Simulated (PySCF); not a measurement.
RuNF₂, doublet: structure and spectrum

These are results of UPBE0 in PySCF with Ru def2-TZVP with ECP28, N def2-TZVP, F def2-TZVP; scalar-relativistic core potentials, no spin–orbit coupling; density-fitted integrals, not measurements.

The structure is a minimum.

- Point group: C2v
- Bond lengths: Ru–F 1.859 Å (×2), Ru–N 1.562 Å
- Bond angles: F–Ru–F 122.0°, F–Ru–N 119.0° (×2)
- Lowest empty level (β): -4.69 eV
- Dipole moment: 1.21 D
- Enthalpy at 298.15 K above 0 K: 15.34 kJ/mol
- Principal quadrupole moments (Buckingham, traceless) about the centre of mass: -6.44, 1.08, 5.36 D Å
- Zero-point energy: 18.4 kJ/mol
- Rotational constants: 0.2631, 0.168, 0.1025 cm⁻¹
- Highest occupied level (β): -8.33 eV
- Entropy at 298.15 K and 1 bar (electronic part: spin only): 311.2 J/(mol K)
- Atomisation energy without zero-point energy: 1294 kJ/mol
- Heat capacity Cp at 298.15 K: 65.0 J/(mol K)
- Principal polarisabilities: 28.5, 35.4, 44.2 bohr³
- Spin squared ⟨S²⟩: 0.769
- Rotational symmetry number: 2

Harmonic modes (masses in u: Ru 101.904, N 14.003, F 18.998):
```
symmetry  ω (cm⁻¹)  IR (km/mol)  μ (u)
      a1       139         11.3  21.58
      b1       142         17.3  22.42
      b2       269          3.7  16.41
      a1       627         80.2  20.12
      b2       675          145  23.37
      a1      1231         55.9  15.52
```

In C2v the vibrations span 3a1 + b1 + 2b2. Here b1 is antisymmetric to the molecular plane and b2 lies in it.

Charges (e):
```json
{"atom": "Ru1", "Mulliken": "1.36", "Löwdin": "0.74", "polar tensor": "1.63", "spin (Mulliken)": "1.07", "Mayer order to Ru1": "–"}
{"atom": "N2", "Mulliken": "-0.35", "Löwdin": "-0.14", "polar tensor": "-0.37", "spin (Mulliken)": "-0.22", "Mayer order to Ru1": "2.63"}
{"atom": "F3,4", "Mulliken": "-0.51", "Löwdin": "-0.30", "polar tensor": "-0.63", "spin (Mulliken)": "0.08", "Mayer order to Ru1": "0.72"}
```

Mulliken populations on Ru1 (electrons outside its core potential): s 2.42, p 6.12, d 6.07, f 0.03.

Formally Ru is in oxidation state +5, d3, with 1 unpaired electron (the high-spin count would be 3). The Mulliken spin on Ru is 1.07. The polar-tensor charge on Ru, 1.63, is far below the formal one.

This need not be the most stable arrangement of these atoms. With open d or f shells other occupations or spin states may lie lower.

The final relaxation and frequency run took 62 s on 4 threads of a shared Arm Neoverse V2 host, with 133 basis functions and 15 gradients; the process peaked at 1.4 GiB.
